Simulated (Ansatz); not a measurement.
System: CH₂F, charge 1, multiplicity 1. 
Structure (B3LYP-D3(BJ)/def2-TZVP (Ansatz, a first-principles code) minimum search):
```
C
F 1 1.2314
H 1 1.0959 2 117.10
H 1 1.0959 3 125.81 2 -180.00
```
Charge +1, spin multiplicity 1.

Basis-set convergence of Hartree-Fock and CCSD correlation energies (hartree) with Ansatz. Cores are frozen in the correlated levels unless marked. No spin-orbit coupling. No relativistic terms.

```tsv
basis	functions	E(HF)	E(corr, CCSD)
def2-SVPD	59	-137.99057	-0.32528
def2-TZVPPD	111	-138.15814	-0.39837
def2-QZVPPD	195	-138.16435	-0.42575
```

Extrapolating the two largest sets (X = 3 and 4) as X^-3: E(corr) = (64·(-0.42575) - 27·(-0.39837))/37 = -0.4457 Eh, an estimate of the basis-set limit. The largest set recovers 95.5 % of it, the smallest 73.0 %.
